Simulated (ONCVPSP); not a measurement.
**What one change does to a pseudopotential (H, ONCV)**

ONCVPSP 4.0.1 input, shortened (lines: element, Z, core and valence counts, functional; n l f; lmax; l rc ep ncon nbas qcut; lloc lpopt rc5 dvloc0; l nproj debl; icmod fcfact rcfact), PW91, scalar-relativistic:

```
  H 1.00    0    1  -109134      upf
    1    0    1.00
    1
    0    0.95    0.00    4    8    8.40
    1    0.80    0.20    3    7   10.40
    4    5    0.70    3.00
    0    2    0.40
    1    2    3.90
    0    0.00    0.00
```

Change: s: qcut 12.2.

Cutoffs: the cutoffs (Ha) at which the residual kinetic energy of the hardest occupied pseudo-wave falls to 1 and 0.1 mHa per electron; they do not see the model core or the augmentation charge, which bear on the density cutoff. Errors are all-electron minus pseudo energies relative to the spin-unpolarised reference configuration.

**Question.** What does the change do?

**Answer.** The potential gets harder (20 Ha and 29 Ha → 25 Ha and 40 Ha); neither file shows a bound ghost. The waves are optimised to have the least kinetic energy above qcut, so the cutoff follows it (qcut²/2 in Ha).

```csv
quantity,base,changed
"cutoff, loose",20 Ha,25 Ha
"cutoff, tight",29 Ha,40 Ha
bound ghosts,none,none
GHOST(+) flags under 300 eV,none,none
"error for 1s0.5, meV [ΔE 4.79 eV]",+0.7,+0.3
s: phases at 0.96 bohr within 0.05 rad from the reference energy up to (Ha; the scan ends near 5),to the end of the scan,to the end of the scan
p: phases at 0.81 bohr within 0.05 rad from the reference energy up to (Ha; the scan ends near 5),to the end of the scan,to the end of the scan
```
